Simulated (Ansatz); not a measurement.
`F[SiH2][GaH2]` + `C=N` → `C=[N][GaH2]` + `F[SiH3]` at 600 K and 1 bar (cleavage of the Ga–Si bond).

Program: Ansatz. Geometries: PBE0-D4/def2-TZVP. ΔE: electronic, gas phase. CCSD(T)/CBS adds triple-zeta CCSD(T) − MP2 to the extrapolated MP2 energy (def2 sets, frozen cores). This one scheme is used for every species. For Ga outer-core shells are correlated without core-valence functions, which leaves a few kJ/mol of doubt a bond. Scalar relativity is left out up to krypton.

```tsv
species	CCSD(T)/CBS energy (Eh)	H − E (kJ/mol)	S (J/(mol·K))
`F[SiH2][GaH2]`	-2315.24935	134.9	394.5
`C=N`	-94.52360	129.6	259.4
`C=[N][GaH2]`	-2019.05960	155.7	362.1
`F[SiH3]`	-390.72345	101.0	280.0
```

H − E and S are ideal-gas, rigid-rotor, harmonic terms from PBE0-D4/def2-TZVP. 1 Eh = 2625.50 kJ/mol, R = 8.31446 J/(mol·K).

**Question.** By hand: ΔE, ΔH, ΔS and ΔG.

**Answer.** ΔE = (-2019.05960) + (-390.72345) − (-2315.24935) − (-94.52360) = -0.01010 Eh = -26.5 kJ/mol. Δ(H − E) = 155.7 + 101.0 − 134.9 − 129.6 = -7.8, so ΔH = -34.3 kJ/mol. ΔS = 362.1 + 280.0 − 394.5 − 259.4 = -11.8 J/(mol·K). ΔG = -34.3 − 600 × (-11.8)/1000 = -27.2 kJ/mol.

**Question.** By hand: the equilibrium constant, and the temperature at which ΔG would vanish if ΔH and ΔS stayed fixed.

**Answer.** log₁₀ K = −ΔG/(RT ln 10) = 2.4. ΔG = 0 at ΔH/ΔS = 2907 K, far beyond where these terms or the molecules hold.

The number of gas molecules stays the same, so ΔS is small and ΔH decides. A doubt of 5 kJ/mol in ΔE shifts log₁₀ K by 0.4 here. These are equilibria of isolated gas molecules and say nothing of rates. Largest T1 diagnostic: 0.017 (customary marks: 0.02 for closed shells, 0.045 for open ones).
